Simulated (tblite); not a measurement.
Species: C4H11GeO (doublet state).
Cartesian coordinates in Å at the GFN2-xTB level; atoms count from 1:
```
atom  x, y, z in Å
C1    -2.837   -0.373    0.189
C2    -1.321   -0.428    0.311
C3    -0.635    0.397   -0.777
O4     0.758    0.354   -0.666
Ge5    1.901    1.259    0.384
C6     3.413   -0.106    0.292
H7    -3.194    0.650    0.288
H8    -3.155   -0.753   -0.780
H9    -3.301   -0.977    0.965
H10   -1.004   -0.040    1.282
H11   -0.975   -1.460    0.235
H12   -0.891   -0.005   -1.767
H13   -1.002    1.430   -0.727
H14    1.241    1.122    1.881
H15    3.602   -0.354   -0.746
H16    3.077   -0.988    0.826
H17    4.316    0.284    0.749
```

Method: GFN2-xTB as coded in tblite; computed harmonic values from a numerical Hessian at the method's own geometry, unscaled. This tight-binding method is rough: wavenumbers can miss measured ones by several per cent, in bad cases by 10 to 20. Modes of hydrogen on germanium can be 10 to 20 % off. One conformer, not necessarily the lowest. Open shells enter through the occupations alone, without spin polarisation, and single modes of such species can be off by tens of per cent. The optimisation stopped once no atom felt more than 0.01 eV/Å.

Lowest wavenumbers of the output (negative numbers stand for imaginary wavenumbers):
```
mode    cm-1
  1     -23.0
  2      64.3
  3      70.5
  4      81.4
  5     135.8
  6     202.4
  7     222.6
  8     283.2
  9     379.6
 10     455.9
```

Q: Is this structure a minimum?

A: Not by this Hessian. 1 mode is imaginary beyond 20i (23i cm⁻¹), so at this level the point lies at or near a first-order saddle. The curvature is small, so loose convergence or finite differences may be the whole cause.

Q: Which atoms move in the imaginary mode?

A: 23i: C6 (carbon bonded to Ge and 3 H) 24 %, C2 (carbon bonded to 2 C and 2 H) 11 %. These are shares of the mass-weighted motion.

Q: What is the remedy?

A: Step along that mode in both directions, optimise again with tighter thresholds and repeat the frequencies. The zero-point energy of this point (85.4 kcal/mol) counts the 44 real modes alone, and thermal corrections from it aren't those of a minimum.
